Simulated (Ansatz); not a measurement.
Reaction (hydrogenolysis of the Si–C bond): `O[SiH2]C#C[SiH2]F` + H₂ → `O[SiH3]` + `C#C[SiH2]F`

Isolated molecules relaxed with PBE0-D4/def2-TZVP in Ansatz; ΔE leaves out vibrations. CCSD(T)/CBS adds triple-zeta CCSD(T) − MP2 to the extrapolated MP2 energy (def2 sets, frozen cores). This one scheme is used for every species. DFT in def2-TZVPP. B3LYP here is the variant with VWN-RPA as its local correlation; programs differ in this. HSE06 is defined as in plane-wave codes. One conformer a species, not always the lowest.

```tsv
level	ΔE (kcal/mol)	difference from CCSD(T)/CBS
BLYP-D4	6.9	1.1
r2SCAN-D4	7.1	1.3
B97M-V	5.7	-0.1
r2SCANh-D4	6.7	0.9
r2SCAN0-D4	6.1	0.3
HSE06-D4	5.9	0.1
CAM-B3LYP-D4	4.8	-1.0
ωB97X-V	4.8	-1.0
r2SCAN	6.7	0.9
PBE0	4.7	-1.1
B3LYP	4.0	-1.8
HSE06	4.8	-1.0
HF/def2-SVP	-0.1	-5.9
MP2/def2-SVP	4.9	-0.9
SCS-MP2/def2-TZVPP	5.8	0.0
CCSD(T)/def2-TZVPP	5.4	-0.4
CCSD(T)/CBS	5.8	0
```

Largest T1 diagnostic among the species: 0.012.

Leaving LDA and LC-ωPBE aside and taking each functional with its dispersion term where it has one, the values, not all of them listed here, spread over 3.0 kcal/mol, from CAM-B3LYP-D4 to revPBE-D4. From r2SCAN to r2SCAN0 (25 % exact exchange), in def2-TZVPP and without D4, ΔE moves by −1.1 kcal/mol. The D4 term adds +2.0 kcal/mol with B3LYP and +1.1 kcal/mol with PBE0; it sums over pairs of atoms, weighted by their polarisabilities, and B3LYP, whose exchange is more repulsive, gets the larger term.

CCSD(T)/CBS has its own doubt, a few kJ/mol and more with outer-core shells, so smaller differences from it don't rank the levels.
